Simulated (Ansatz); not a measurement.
A series at Si: from orthosilicic acid, ligands are replaced one by one, each step taking up HCl and setting free H₂O; n counts the steps. Ansatz, PBE0-D4/def2-TZVP geometries. Each molecule was computed in one conformer, which needn't be the lowest.

```
n            molecule  HOMO energy, ωB97M-V/def2-TZVPP (eV)
0      `O[Si](O)(O)O`                                -11.59
1     `O[Si](O)(O)Cl`                                -11.46
2    `O[Si](O)(Cl)Cl`                                -11.41
3   `O[Si](Cl)(Cl)Cl`                                     ?
4  `Cl[Si](Cl)(Cl)Cl`                                -11.77
```

Problem. By hand: fit a straight line y = ȳ + b (n − n̄) to the 4 given rows and predict n = 3.

Solution. n̄ = 1.750, ȳ = -11.558; Σ(n − n̄)(y − ȳ) = -0.457, Σ(n − n̄)² = 8.750, so b = -0.052 eV a step. Prediction: -11.558 + (-0.052) × (1.250) = -11.62 eV.

Problem. By hand: compare with the computed value, -11.56 eV, and give the steps along the whole series.

Solution. The line misses by 0.06 eV (computed minus predicted). Steps: 0.13, 0.05, -0.15, -0.21 eV.

The steps change sign along the series, so a line is a poor guide. The highest orbital can change its character along such a series. The miss is 16.7 % of the series' range.
